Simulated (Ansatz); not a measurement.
Consider the ligand exchange at a Mo–Cl bond: `[O]=[Mo]([OH])([Cl])([Cl])[Cl]` + H–F → `[O]=[Mo]([OH])([F])([Cl])[Cl]` + HCl.

Program: Ansatz. Geometries: PBE0-D4/def2-TZVP. ΔE: electronic, gas phase. CBS: MP2 limit from def2 TZ/QZ plus the TZ coupled-cluster correction, frozen cores. This one scheme is used for every species. DFT in def2-TZVPP. Elements past krypton have def2 core potentials. For Mo outer-core shells are correlated without core-valence functions, which leaves a few kJ/mol of doubt a bond. Each species was taken in one conformer, which may not be the lowest.

CCSD(T)/CBS gives +5.3 kJ/mol.

**Question.** Another level gave -14.7 kJ/mol. Which?
A. r2SCAN/def2-TZVPP
B. PBE-QIDH/def2-TZVPP
C. ωB97X-V/def2-TZVPP
D. PBE0/def2-TZVPP

**Answer.** A. r2SCAN -14.7, PBE0 -7.6, ωB97X-V -18.8, PBE-QIDH 4.2 kJ/mol.

Largest T1 diagnostic among the species: 0.025, so the coupled-cluster value is less sure than usual.

From r2SCAN to r2SCAN0 (25 % exact exchange), in def2-TZVPP and without D4, ΔE moves by +6.0 kJ/mol. Leaving LDA and LC-ωPBE aside and taking each functional with its dispersion term where it has one, the values, not all of them listed here, spread over 23.3 kJ/mol, from CAM-B3LYP-D4 to PBE-QIDH. LDA lies +3.4 kJ/mol from PBE without D4.

CCSD(T)/CBS has its own doubt, a few kJ/mol and more with outer-core shells, so smaller differences from it don't rank the levels.
